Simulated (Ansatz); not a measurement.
Basis-set extrapolation for C2H7B2F (`CBB(C)F`) (PBE0-D4/def2-TZVP geometry, frozen core, Ansatz). Multiplicity 1, RHF reference.

```json
{"": "HF", "def2-TZVPP": "-228.757155", "def2-QZVPP": "-228.767633"}
{"": "MP2 correlation", "def2-TZVPP": "-0.793922", "def2-QZVPP": "-0.852915"}
{"": "CCSD(T) correlation", "def2-TZVPP": "-0.871186", "def2-QZVPP": "not run"}
```

Energies in hartree. Use E(X) = E(∞) + A·exp(−7.88·√X) for Hartree–Fock and E(X) = E(∞) + B·X^(−2.97) for correlation, with X = 3 and 4, and add CCSD(T) minus MP2 of the smaller set to the MP2 limit.

Question: What is the CCSD(T) energy at the basis-set limit?

Answer: HF limit: -228.767633 + (-0.010478) × 0.13774 = -228.76908. MP2 limit: -0.852915 + (-0.058993) × 0.74074 = -0.89661. Higher-order term: -0.871186 − (-0.793922) = -0.07726. Total: -229.74295 hartree, 71.9 kcal/mol below CCSD(T)/def2-TZVPP.
